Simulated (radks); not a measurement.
Task: The mean radii <r> (bohr) of the occupied orbitals of an atom or ion are listed with their occupations. All-electron calculation, scalar-relativistic Kohn-Sham, LDA (Slater exchange, Perdew-Wang correlation), spin-polarised, spherical densities, point nucleus. Program: a radial shooting solver on a logarithmic mesh with Libxc functionals.

orbital  occ.      <r>
1s up       1  0.01714
1s down     1  0.01714
2s up       1  0.07136
2s down     1  0.07134
2p up       3  0.06408
2p down     3  0.06405
3s up       1   0.1708

Name the element and its charge. Open shells, if any, are filled with parallel spins first.

Result: Z = 78, platinum, charge +67: Pt67+ in [Ne] 3s1. The 1s radius gives Z: for a bare nucleus <r> = (2 gamma + 1)/(2Z) with gamma = sqrt(1 - (Z/c)^2), 0.01695 bohr for Z = 78, and screening makes it slightly larger (0.01714 here). The occupations add up to 11, and the charge is Z minus that.
